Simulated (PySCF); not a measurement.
## Atomic charges by several schemes

Compound: C₄H₁₀FN₃Si₂.
Cartesian coordinates in Å at the GFN2-xTB level; atoms count from 1:
```xyz
20
C4H10FN3Si2 angstrom
C      3.4843   -0.3947    0.2368
N      2.6893   -0.5158   -0.9627
Si     0.9980   -0.8349   -0.9801
Si     0.0354    0.8749    0.2470
N     -1.7208    0.6686    0.1464
C     -2.6820    1.4403   -0.4327
N     -3.8778    0.9498   -0.3169
C     -3.7410   -0.2184    0.3772
C     -2.4223   -0.3836    0.6536
F     -1.7674   -1.3583    1.2992
H      4.3588    0.2301    0.0442
H      2.8865    0.0757    1.0151
H      3.8310   -1.3646    0.6091
H      3.2368   -0.8977   -1.7189
H      0.6000   -2.1704   -0.4885
H      0.6807   -0.7933   -2.4144
H      0.1618    2.2587   -0.2266
H      0.2674    0.9222    1.6997
H     -2.4438    2.3574   -0.9303
H     -4.5800   -0.8352    0.6213
```

Density: PBE0/pcSseg-1 (PySCF); schemes: Mulliken, IAO, Hirshfeld and ESP-fitted. One conformer (not necessarily the lowest) at the GFN2-xTB geometry, without solvent, vibrations or thermal averaging.

**Question.** Give the atomic charges in each scheme.

**Answer.** In e:

| atom | environment | Mulliken | IAO | Hirshfeld | ESP-fitted |
| --- | --- | --- | --- | --- | --- |
| C1 | N-methyl carbon | -0.099 | -0.296 | -0.067 | +0.011 |
| N2 | silicon-bound nitrogen | -0.687 | -0.676 | -0.247 | -0.676 |
| Si3 | SiH2 silicon | +0.495 | +0.617 | +0.284 | +0.431 |
| Si4 | SiH2 silicon | +0.439 | +0.556 | +0.298 | +0.180 |
| N5 | pyrrole-type nitrogen | -0.728 | -0.374 | -0.119 | -0.015 |
| C6 | aromatic CH next to a ring nitrogen | +0.304 | +0.030 | +0.031 | +0.137 |
| N7 | pyridine-type nitrogen | -0.404 | -0.318 | -0.207 | -0.529 |
| C8 | aromatic CH next to a ring nitrogen | -0.007 | -0.149 | -0.064 | +0.056 |
| C9 | aromatic C–F carbon | +0.452 | +0.299 | +0.097 | +0.045 |
| F10 | aryl fluorine | -0.271 | -0.256 | -0.070 | -0.145 |
| H11 | methyl hydrogen | +0.121 | +0.146 | +0.045 | +0.058 |
| H12 | methyl hydrogen | +0.111 | +0.136 | +0.042 | +0.067 |
| H13 | methyl hydrogen | +0.110 | +0.127 | +0.037 | +0.045 |
| H14 | N–H hydrogen | +0.201 | +0.259 | +0.118 | +0.352 |
| H15 | Si–H hydrogen | -0.072 | -0.139 | -0.086 | -0.084 |
| H16 | Si–H hydrogen | -0.073 | -0.105 | -0.072 | -0.106 |
| H17 | Si–H hydrogen | -0.060 | -0.094 | -0.063 | -0.049 |
| H18 | Si–H hydrogen | -0.040 | -0.099 | -0.071 | -0.025 |
| H19 | aromatic hydrogen | +0.104 | +0.163 | +0.059 | +0.112 |
| H20 | aromatic hydrogen | +0.102 | +0.171 | +0.057 | +0.134 |

Mean size of the charges over all atoms: IAO 0.250 e, Mulliken 0.244 e, ESP-fitted 0.163 e, Hirshfeld 0.107 e. Each set sums to the total charge, 0, to within 0.001 e. The ESP scheme fits charges at the nuclei, held to the total charge, to the electrostatic potential on points at 1.4 to 2.0 times the van der Waals radii.

Lowest charge. The schemes don't all agree: Mulliken N5 (-0.728); IAO N2 (-0.676); Hirshfeld N2 (-0.247); ESP-fitted N2 (-0.676).

Highest charge. The schemes don't all agree: Mulliken Si3 (+0.495); IAO Si3 (+0.617); Hirshfeld Si4 (+0.298); ESP-fitted Si3 (+0.431).

**Question.** Sum the charges by element, for elements with more than one atom.

**Answer.** 
```
element  atoms  Mulliken     IAO  Hirshfeld  ESP-fitted
      C      4    +0.650  -0.116     -0.003      +0.249
      N      3    -1.818  -1.368     -0.574      -1.219
     Si      2    +0.935  +1.173     +0.582      +0.611
      H     10    +0.504  +0.566     +0.064      +0.504
```

**Question.** How closely do the schemes follow one another over all atoms?

**Answer.** Correlation coefficient and root-mean-square difference: IAO with Hirshfeld 0.97, 0.180 e; Mulliken with IAO 0.92, 0.131 e; Mulliken with Hirshfeld 0.87, 0.217 e; Hirshfeld with ESP-fitted 0.85, 0.148 e; IAO with ESP-fitted 0.82, 0.175 e; Mulliken with ESP-fitted 0.77, 0.207 e.

**Question.** How many electrons does the ESP-fitted scheme count on N5?

**Answer.** Z − q = 7 − (-0.015) = 7.015.
